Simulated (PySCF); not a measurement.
Run record for 2,5-dimethylpyridine, `Cc1ccc(C)nc1`: PBE0/def2-SVPD, level shift 0.2 Eh, start guess huckel, full TDDFT, 1 singlet.

Method: TDDFT PBE0/def2-SVPD, vertical, gas phase, core orbitals frozen in the response (PySCF 2.14.0, density-fitted response routines). Geometry: GFN2-xTB. The input is one job of a driver script: a line of settings, then coordinates in Å.

Command:
```bash
OMP_NUM_THREADS=1 python probes_run.py task.json out
```

Input:
```
{"job": {"kind": "uv", "xc": "PBE0", "basis": "def2-SVPD", "nstates": 1, "ntriplets": 5, "tda": false, "scf": {"level_shift": 0.2, "guess": "huckel"}}, "charge": 0, "multiplicity": 1}
C      2.813483    -0.055260     0.068327
C      1.318572    -0.049917     0.015501
C      0.557712     0.617551     0.970182
C     -0.820248     0.609114     0.870763
C     -1.417128    -0.071015    -0.188909
C     -2.905489    -0.118111    -0.345667
N     -0.695605    -0.708472    -1.099864
C      0.621003    -0.695592    -0.998443
H      3.162672     0.025247     1.095358
H      3.209704     0.793211    -0.490494
H      3.212981    -0.965018    -0.373283
H      1.045497     1.135200     1.785194
H     -1.430207     1.117274     1.602786
H     -3.159103    -0.703138    -1.224663
H     -3.306096     0.888508    -0.455782
H     -3.364809    -0.569915     0.532358
H      1.150061    -1.237637    -1.773274
```

Output:
```
final grid: 137800 points
cycle   1  E = -325.1308827090  dE = -2.505e+00  |g| = 2.252e+00  |ddm| = 2.327e+01
cycle   2  E = -325.3789236084  dE = -2.480e-01  |g| = 2.069e+00  |ddm| = 1.996e+01
cycle   3  E = -326.2684960669  dE = -8.896e-01  |g| = 3.770e-01  |ddm| = 7.711e+00
cycle   4  E = -326.3085177105  dE = -4.002e-02  |g| = 7.719e-02  |ddm| = 1.344e+00
cycle   5  E = -326.3103791547  dE = -1.861e-03  |g| = 1.644e-02  |ddm| = 4.553e-01
cycle   6  E = -326.3104910001  dE = -1.118e-04  |g| = 1.054e-02  |ddm| = 1.779e-01
cycle   7  E = -326.3105262491  dE = -3.525e-05  |g| = 3.266e-03  |ddm| = 8.300e-02
cycle   8  E = -326.3105318677  dE = -5.619e-06  |g| = 8.891e-04  |ddm| = 3.870e-02
cycle   9  E = -326.3105328882  dE = -1.020e-06  |g| = 4.429e-04  |ddm| = 1.300e-02
cycle  10  E = -326.3105331510  dE = -2.628e-07  |g| = 2.688e-04  |ddm| = 4.212e-03
cycle  11  E = -326.3105332284  dE = -7.731e-08  |g| = 1.044e-04  |ddm| = 1.856e-03
cycle  12  E = -326.3105332448  dE = -1.649e-08  |g| = 5.052e-05  |ddm| = 6.482e-04
cycle  13  E = -326.3105332485  dE = -3.668e-09  |g| = 2.470e-05  |ddm| = 2.802e-04
cycle  14  E = -326.3105332493  dE = -8.006e-10  |g| = 1.206e-05  |ddm| = 1.019e-04
level shift removed, Fock matrix diagonalised once more
converged SCF energy = -326.3105332493

Static polarisability (au): isotropic 87.665, principal 56.633 88.015 118.347

Singlet excitations
state   eV       nm        f      main configurations
  1   4.8673    254.7   0.00333   H-1->L 0.99

Triplet excitations (Tamm-Dancoff, eV): 4.1109 4.2120 4.3227 4.9679 5.0573
```

H and L stand for HOMO and LUMO; the number after each pair is its weight.

Q: How does the lowest singlet excitation compare with the HOMO–LUMO gap?

A: HOMO -7.03 eV and LUMO -0.63 eV give a gap of 6.40 eV; S1 at 4.87 eV lies 1.53 eV below it.

Q: Give S1 in cm⁻¹ and kJ/mol.

A: 4.8673 eV × 8065.54 = 39257 cm⁻¹; × 96.485 = 469.6 kJ/mol.

In short: SCF converged in 14 cycles with 232 basis and 823 fitting functions; HOMO -7.03 eV, LUMO -0.63 eV; lowest singlet 4.87 eV; lowest triplet 4.11 eV (Tamm–Dancoff); mean polarisability 87.7 au.

On an Intel Xeon Platinum 8488C with one thread, no GPU (shared host), this took 55 s wall (with the writing of density and orbital grids) and 0.97 GiB of memory at its peak.
